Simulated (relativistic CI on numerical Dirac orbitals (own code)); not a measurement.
# Pt³⁺ (5d7) in a crystal field

Calculated by Dirac-Coulomb-Breit CI, separate exchange-only KLI orbitals for each configuration, QED by a radiative potential, valence Slater integrals scaled by 0.65, one configuration in a parametric crystal field (own radial code).

Field parameters in Wybourne normalisation: D4h B²₀ = −7Ds, B⁴₀ = 21(Dq − Dt), B⁴₄ = 21√(5/14) Dq. The field is a parameter set, without covalency.

S is read from ⟨S²⟩ = S(S + 1).

Levels (cm⁻¹, degeneracy): 0 (2), 1768 (2), 29060 (2), 30532 (2), 31542 (2), 36718 (2), 36915 (2), 37786 (2), 39992 (2), 40234 (2), 44064 (2), 44492 (2).

(1) Which field gives this pattern?
A. D4h, 10Dq = 43100, Ds = 550, Dt = -80 cm⁻¹
B. D4h, 10Dq = 43100, Ds = 950, Dt = -80 cm⁻¹
C. D4h, 10Dq = 43100, Ds = 1770, Dt = -80 cm⁻¹
D. D4h, 10Dq = 43100, Ds = 2590, Dt = -80 cm⁻¹

Results:

(1) A. D4h, 10Dq = 43100, Ds = 550, Dt = -80 cm⁻¹, ground level with S = 0.55.
